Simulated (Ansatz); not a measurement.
The cluster Ta₂O₆H₂. Charge 0, multiplicity 1. Geometry PBE-D4/def2-SVP, basis def2-TZVP, Ansatz.

```xyz
10

Ta    0.144   -0.374    0.439
Ta    1.000    1.337   -2.732
O     1.010    0.310   -1.157
O    -1.532   -1.354   -0.423
O     0.399    0.950    1.762
O    -0.533    2.107   -2.752
O    -0.447   -2.248    0.104
O    -1.834   -0.503    0.743
H     1.323   -1.366    1.303
H     0.469    1.142    2.712
```

| run | HOMO (eV) | LUMO (eV) |
| --- | --- | --- |
| A | -5.11 | -3.82 |
| B | -5.77 | -3.28 |
| C | -5.90 | -3.02 |
| D | -4.90 | -3.94 |
| E | -5.50 | -3.40 |

In the def2 sets Ta takes a core potential; there is no spin–orbit coupling. B3LYP takes the VWN-RPA correlation. HSE06 is defined as in plane-wave codes, on full-range PBE exchange. The structure holds 2 bonds between oxygen atoms, so isomers without such links may lie far lower. No other spin state of charge 0 was run. Another isomer (singlet) lies 6.37 eV lower at PBE0-D4/def2-TZVP; other spin states weren't run for this one.

Problem. The runs used B3LYP, HSE06, PBE, PBE0, r2SCAN. Estimate which is which.

Solution. A r2SCAN (0 % exact exchange); B B3LYP (20 % exact exchange); C PBE0 (25 % exact exchange); D PBE (0 % exact exchange); E HSE06 (range-separated). Exact exchange lowers occupied and raises empty levels; among semilocal functionals meta-GGAs tend to open the gap a little, and such runs are hard to tell apart. The gap grows from 0.96 eV (PBE) to 2.88 eV (PBE0). The restricted singlet is unstable towards broken spin symmetry in Hartree–Fock (as tested in another run); at r2SCAN-D4/def2-TZVP, B3LYP-D4/def2-TZVP, PBE0-D4/def2-TZVP, PBE-D4/def2-TZVP and others this wasn't settled.
